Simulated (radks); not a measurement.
Values are calculated unless marked as measured or tabulated.
Problem. The lithium anion Li-, [He] 2s2, held by a Watson sphere: a shell of charge +1 at radius R that stands for the Madelung well of a crystal (potential energy -1/R inside, -1/r outside, in hartree with lengths in bohr). Code: a radial shooting solver on a logarithmic mesh with Libxc functionals. Model: scalar-relativistic Kohn-Sham, LDA (Slater exchange, Perdew-Wang correlation), spin-polarised, spherical densities, finite nucleus; Fermi nuclear charge, rms radius of each element as measured or else 0.836 A^(1/3) + 0.57 fm. Response by self-consistent Sternheimer equations with the Hartree and adiabatic LDA kernel, the relativistic mass of each level held fixed and spin-orbit coupling left out. The sphere does not respond.

| R (bohr) | e(1s) (eV) | e(2s) (eV) | <r> 2s (bohr) | sum of <r^2> (bohr^2) | X-ray form factor at sin(theta)/lambda = 0.3 1/angstrom | alpha (bohr^3) |
|---|---|---|---|---|---|---|
| 1.66 | -54.743 | -4.707 | 3.129 | 24.20 | 1.465 | 80.11 |
| 2.99 | -50.414 | -4.106 | 3.579 | 30.94 | 1.478 | 118.3 |
| 3.06 | -50.340 | -4.069 | 3.605 | 31.37 | 1.479 | 121.2 |
| 3.1 | -50.300 | -4.049 | 3.620 | 31.62 | 1.480 | 122.9 |
| 3.45 | -50.024 | -3.867 | 3.750 | 33.85 | 1.485 | 138.6 |
| 3.57 | -49.953 | -3.806 | 3.794 | 34.63 | 1.486 | 144.4 |
| 3.7 | -49.885 | -3.741 | 3.842 | 35.47 | 1.488 | 150.9 |
| 3.99 | -49.763 | -3.597 | 3.945 | 37.37 | 1.490 | 166.2 |

Estimate the row for R = 2.59 bohr.

Solution. e(1s) (eV) -51.001; e(2s) (eV) -4.310; <r> 2s (bohr) 3.430; sum of <r^2> (bohr^2) 28.57; X-ray form factor at sin(theta)/lambda = 0.3 1/angstrom 1.471; alpha (bohr^3) 103.4.
